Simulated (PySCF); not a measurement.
**Ba⁺: excitation energy**

Ba⁺ [Xe] 6s1 (2S) → Ba⁺ [Xe] 6p1 (2P), as a difference of total energies. All numbers are calculated (PySCF 2.14, a scalar-relativistic core potential, in def2-TZVPPD with the def2 core potential (46 electrons) (6s4p3d1f, 40 functions)). Correlated levels: valence and next inner shell: nothing frozen outside the core potential. The calculations carry no spin-orbit coupling.

```
                                method  excitation energy (eV)  error (eV)
                                   UHF                   2.480      -0.172
                                   LDA                   2.801      +0.149
                                   PBE                   2.585      -0.067
                                  PBE0                   2.573      -0.079
                                r2SCAN                   2.474      -0.178
                               wB97X-V                   2.700      +0.048
                                 wB97X                   2.649      -0.003
                                  BP86                   2.611      -0.041
                                  MN15                   3.131      +0.479
    MP2 (valence and next inner shell)                   2.612      -0.040
SCS-MP2 (valence and next inner shell)                   2.581      -0.071
```

Reference: 2.652 eV (measured; NIST levels, between the centres of gravity of the two terms).

Errors of the correlated levels include the incompleteness of this basis.
